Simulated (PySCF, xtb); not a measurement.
Cl2FHSSi, SMILES F[Si](S)(Cl)Cl.

xtb with GFN2-xTB at its own geometry gives an orbital gap of 5.35 eV and a dipole moment of 1.09 D.

Geometry: B3LYP-D3(BJ)/def2-SVP. This is a generated structure with no PubChem entry under its InChIKey; it may be hypothetical. One conformer was computed; it need not be the lowest.

Problem. What does PySCF with PBE/def2-TZVP give? (Estimate from the structure and the level; the computed values follow.)

Solution. gap 5.55 eV (levels -7.06 and -1.52 eV), dipole 1.22 D.
